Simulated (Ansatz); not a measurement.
Consider the atomization: `S[SiH2][SeH]` → 4 H• + S• + Se• + Si•.

Program: Ansatz. Geometries: PBE0-D4/def2-TZVP. ΔE: electronic, gas phase. CBS: MP2 limit from def2 TZ/QZ plus the TZ coupled-cluster correction, frozen cores. This one scheme is used for every species, atoms too. DFT in def2-TZVPP. No spin–orbit coupling; open shells (•) take unrestricted orbitals. Spin–orbit coupling would lower the free atoms: a little for S, Si; clearly for Se. For Se outer-core shells are correlated without core-valence functions, so the limit isn't a true one: a few kJ/mol of doubt a bond, and 10 to 20 or more in all where bonds break to atoms. Scalar relativity is left out up to krypton. One conformer a species, not always the lowest.

CCSD(T)/CBS gives +20.60 eV.

Task: Another level gave +19.78 eV. Which?
A. HF/def2-TZVPP
B. BLYP/def2-TZVPP
C. PBE-D4/def2-TZVPP
D. BHLYP/def2-TZVPP

Result: B. BLYP 19.78, PBE-D4 20.47, HF/def2-TZVPP 14.63, BHLYP 19.72 eV.

Largest T1 diagnostic among the species: 0.012.

In def2-TZVPP, CCSD(T) changes the Hartree–Fock value by +5.25 eV (the triples alone add +0.31 eV) and MP2 by +5.25 eV; breaking electron pairs costs correlation energy, which Hartree–Fock lacks. Leaving LDA and LC-ωPBE aside and taking each functional with its dispersion term where it has one, the values, not all of them listed here, spread over 0.69 eV, from BHLYP-D4 to ωB97X-V. LDA lies +2.87 eV from PBE without D4, its usual overbinding.

For atomizations the MP2-based limit and the directly extrapolated one differ by several kJ/mol either way, and by 10 to 25 for some Ge, Se and Sn compounds, so smaller differences from it don't rank the levels.
